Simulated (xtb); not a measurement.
The xtb input:
```
$ xtb mol.xyz --gfn 2 --uhf 1 --etemp 1000 --json

# file mol.xyz
2

N     -0.00000000    -0.00000000    -0.61625478
O      0.00000000     0.00000000     0.53922293
```

Question: What does this run give for the partial charges in atom order, dipole moment, total energy (a free energy at this electronic temperature)?

Answer: 
| Item | Value |
|---|---|
| partial charges in atom order | N1 0.06, O2 -0.06 |
| dipole moment | 0.17 D |
| total energy (a free energy at this electronic temperature) | -6.831414 Ha |
